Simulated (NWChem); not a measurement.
System: MIBK (C$_{6}$H$_{12}$O); SMILES CC(CC(C)=O)C

Here is an NWChem input.

```
start job
memory heap 200 mb stack 900 mb global 1100 mb
geometry units angstroms noautosym nocenter noautoz
  C     -0.762827     2.450174     0.382164
  C      0.126605     1.209859     0.241009
  C      1.218118     1.420090    -0.816150
  C     -0.713227    -0.035905    -0.066520
  C      0.020015    -1.364766     0.098545
  C     -0.671902    -2.587528    -0.480232
  O      1.096408    -1.446271     0.670355
  H     -1.527354     2.319879     1.175888
  H     -0.161992     3.347079     0.636269
  H     -1.299197     2.668325    -0.566384
  H      0.632321     1.017342     1.212425
  H      0.771521     1.590786    -1.819663
  H      1.841755     2.304800    -0.574725
  H      1.889426     0.541607    -0.877169
  H     -1.155847     0.015581    -1.087774
  H     -1.593505    -0.089982     0.616821
  H     -0.177188    -3.507983    -0.120541
  H     -0.604840    -2.551891    -1.588762
  H     -1.751991    -2.603603    -0.228294
end
basis spherical
  * library def2-tzvp
end
dft
  xc b3lyp
  iterations 150
  semidirect filesize 400000000
end
property
  efieldgrad
end
task dft property
```

Coordinates come from a PBE-D3(BJ)/def2-SVP optimisation. Not confirmed as a minimum by frequencies.

Vzz is the largest principal value of the second derivative of the potential at the nucleus (NWChem prints the opposite sign); η is the asymmetry. Non-relativistic.

Atoms are numbered as in the input.

Question: Predict the main results of this run. (B3LYP/def2-TZVP.) Quantities: Vzz O7 (a.u.); η O7.

Answer: 
- Vzz O7 (a.u.): -1.956
- η O7: 0.47
